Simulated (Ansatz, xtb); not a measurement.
Isomers of C6H12Si in order of energy

5 gas-phase structures of C6H12Si, from a drawn sample of its isomers (lower ones may exist). Each was relaxed with GFN2-xTB; where two conformers were screened, the lower at r2SCAN-D4/def2-SVP is listed:

A. `C=C[C@@H]1CC[C@H]1[SiH3]`, a singlet
B. `C=CC1([SiH3])CCC1`, a singlet
C. `C=C[C@H]1C[C@H]([SiH3])C1`, a singlet
D. `C=C[C@@H]1CC[C@@H]1[SiH3]`, a singlet
E. `C=C[C@H]1C[C@@H]([SiH3])C1`, a singlet

Q: Make a reasoned guess at their ranking by r2SCAN-D4/def2-SVP single-point energy.

A: Calculated order at r2SCAN-D4/def2-SVP: B (0.0), A (0.1), D (0.5), C (0.5), E (1.0) kcal/mol. Less than 1 kcal/mol parts B and A; A and D; D and C; C and E, so the order within those pairs means little.

Energies above the lowest of each column, in kcal/mol; the last columns are at PBE-D3(BJ)/def2-SVP geometries:

```
structure  GFN2-xTB  HF/STO-3G  r2SCAN-D4/def2-SVP  PBE-D3(BJ)/def2-SVP  CCSD(T)/def2-SVP + ΔMP2/def2-TZVPP
        B       0.0        2.5                 0.0                  0.1                                 0.0
        A       0.6        0.0                 0.1                  0.0                                 0.0
        D       0.9        1.5                 0.5                  0.7                                 0.8
        C       1.1        0.3                 0.5                  0.6                                 0.6
        E       1.1        0.4                 1.0                  0.4                                 0.4
```

CCSD(T)/def2-SVP + ΔMP2/def2-TZVPP has A and B and C and D and E within 1 kcal/mol of each other at the bottom, and every level picks one of them. CCSD(T)/def2-SVP + ΔMP2/def2-TZVPP orders those it was run on as B (0.0), A (0.0), E (0.4), C (0.6), D (0.8) kcal/mol. Less than 1 kcal/mol parts B and A; A and E; E and C; C and D, so the order within those pairs means little. Flexible structures stand in one conformer each, not always the lowest. ΔMP2 is the change of the MP2 energy from the smaller to the larger basis.

Over these structures GFN2-xTB departs from r2SCAN-D4/def2-SVP by 0.2 kcal/mol on average once a common shift is removed. A GFN2-xTB relaxation took about 0.22 s and the r2SCAN-D4/def2-SVP energy about 6 s on a shared host (Ansatz 0.2.0, xtb 6.7.1).
